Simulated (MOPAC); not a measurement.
Job for MOPAC: AM1 on C2H3I (a complex), monomers drawn apart or pushed together.

```
AM1 1SCF PRECISE CHARGE=0 THREADS=1
C2H3I

C     -0.33174177 1     0.14491851 1     0.27934740 1
C      0.86025267 1     0.23622170 1     0.34974663 1
H     -1.38993014 1     0.06400416 1     0.21552895 1
H      1.91859748 1     0.31735937 1     0.41060676 1
I      0.01360818 1    -0.10069858 1     4.77744256 1
H      0.10783993 1     0.00273660 1     3.16155254 1
```

It printed:

```
*******************************************************************************
 **                                                                           **
 **                              MOPAC v23.2.5                                **
 **                                                                           **
 *******************************************************************************
 ** MOPAC's Digital Object Identifier: https://doi.org/10.5281/zenodo.6511958 **
 **                                                                           **
 ** Please cite the open-source release paper for use of this MOPAC version:  **
 ** J. E. Moussa and J. J. P. Stewart (2026)                                  **
 ** MOPAC: An open-source semiempirical molecular orbital program             **
 ** J. Open Source Softw., 11(119), 8025, https://doi.org/10.21105/joss.08025 **
 *******************************************************************************

                              AM1 CALCULATION RESULTS

 *******************************************************************************
 *  AM1        - The AM1 Hamiltonian to be used
 *
 *
 *
 *                 CHARGE ON SYSTEM = 0
 *
 *
 *
 *  PRECISE    - TIGHTER CRITERIA TO BE USED
 *  1SCF       - DO 1 SCF AND THEN STOP
 *  THREADS=1  - MULTI-THREADING NOT USED
 *  T=         - A TIME OF 172800.0 SECONDS REQUESTED
 *  DUMP=N     - RESTART FILE WRITTEN EVERY 7200.0 SECONDS REQUESTED
 *******************************************************************************
AM1 1SCF PRECISE CHARGE=0 THREADS=1
 C2H3I

   ATOM   CHEMICAL          X               Y               Z
  NUMBER   SYMBOL      (ANGSTROMS)     (ANGSTROMS)     (ANGSTROMS)

     1       C         -0.33174177  *   0.14491851  *   0.27934740  *
     2       C          0.86025267  *   0.23622170  *   0.34974663  *
     3       H         -1.38993014  *   0.06400416  *   0.21552895  *
     4       H          1.91859748  *   0.31735937  *   0.41060676  *
     5       I          0.01360818  *  -0.10069858  *   4.77744256  *
     6       H          0.10783993  *   0.00273660  *   3.16155254  *



          CARTESIAN COORDINATES

    NO.       ATOM           X           Y           Z

     1         C         -0.3317      0.1449      0.2793
     2         C          0.8603      0.2362      0.3497
     3         H         -1.3899      0.0640      0.2155
     4         H          1.9186      0.3174      0.4106
     5         I          0.0136     -0.1007      4.7774
     6         H          0.1078      0.0027      3.1616

  H: (AM1): M.J.S. DEWAR ET AL, J. AM. CHEM. SOC. 107 3902-3909 (1985)
  C: (AM1): M.J.S. DEWAR ET AL, J. AM. CHEM. SOC. 107 3902-3909 (1985)
  I: (AM1): M.J.S. DEWAR AND E. G. ZOEBISCH, THEOCHEM, 180, 1 (1988).

           Empirical Formula: C2 H3 I  =     6 atoms



      MOLECULAR POINT GROUP   :   C2v


      RHF CALCULATION, NO. OF DOUBLY OCCUPIED LEVELS = 9


 -------------------------------------------------------------------------------
 AM1 1SCF PRECISE CHARGE=0 THREADS=1
 C2H3I



     1SCF WAS SPECIFIED, SO BFGS WAS NOT USED
     SCF FIELD WAS ACHIEVED


                              AM1 CALCULATION
                                                       MOPAC v23.2.5 Linux




          FINAL HEAT OF FORMATION =         62.55080 KCAL/MOL =     261.71253 KJ/MOL


          COSMO AREA              =        127.10 SQUARE ANGSTROMS
          COSMO VOLUME            =        108.63 CUBIC ANGSTROMS

          IONIZATION POTENTIAL    =         10.797155 EV
          HOMO LUMO ENERGIES (EV) =        -10.797  0.615
          NO. OF FILLED LEVELS    =          9
          MOLECULAR WEIGHT        =        153.9502         POINT GROUP:  C2v

          MOLECULAR DIMENSIONS (Angstroms)

            Atom       Atom       Distance
            I     5    H     4     4.78257
            H     4    H     3     3.11426
            H     6    C     2     0.00230


          SCF CALCULATIONS        =          1





   ATOM   CHEMICAL          X               Y               Z
  NUMBER   SYMBOL      (ANGSTROMS)     (ANGSTROMS)     (ANGSTROMS)

     1       C         -0.33174177  *   0.14491851  *   0.27934740  *
     2       C          0.86025267  *   0.23622170  *   0.34974663  *
     3       H         -1.38993014  *   0.06400416  *   0.21552895  *
     4       H          1.91859748  *   0.31735937  *   0.41060676  *
     5       I          0.01360818  *  -0.10069858  *   4.77744256  *
     6       H          0.10783993  *   0.00273660  *   3.16155254  *

                             CARTESIAN COORDINATES

   1    C       -0.331741770     0.144918510     0.279347400
   2    C        0.860252670     0.236221700     0.349746630
   3    H       -1.389930140     0.064004160     0.215528950
   4    H        1.918597480     0.317359370     0.410606760
   5    I        0.013608180    -0.100698580     4.777442560
   6    H        0.107839930     0.002736600     3.161552540


           Empirical Formula: C2 H3 I  =     6 atoms



      MOLECULAR POINT GROUP   :   C2v


                  EIGENVALUES
 -33.28529 -30.21686 -20.88615 -15.70140 -13.86776 -11.75933 -11.73952 -10.80175
 -10.79715   0.61518   1.74530   1.76747   3.32255   4.85789   6.45035


              NET ATOMIC CHARGES AND DIPOLE CONTRIBUTIONS

  ATOM NO.   TYPE          CHARGE      No. of ELECS.   s-Pop       p-Pop
    1          C          -0.220982        4.2210     1.26230     2.95868
    2          C          -0.220957        4.2210     1.26230     2.95866
    3          H           0.221685        0.7783     0.77832
    4          H           0.221678        0.7783     0.77832
    5          I          -0.008820        7.0088     1.96849     5.04033
    6          H           0.007396        0.9926     0.99260
 DIPOLE           X         Y         Z       TOTAL
 POINT-CHG.     0.005     0.006    -0.091     0.091
 HYBRID         0.077     0.085    -1.327     1.332
 SUM            0.083     0.091    -1.418     1.423


          ATOMIC ORBITAL ELECTRON POPULATIONS

     Atom    s        px        py        pz
    1  C   1.26230   0.95993   0.99979   0.99896
    2  C   1.26230   0.95943   0.99973   0.99949
    3  H   0.77832
    4  H   0.77832
    5  I   1.96849   1.99676   1.99610   1.04747
    6  H   0.99260

 **********************
 *                    *
 * JOB ENDED NORMALLY *
 *                    *
 **********************




 == MOPAC DONE ==
```

The run finished.

Cost: roughly 0.03 core-seconds.
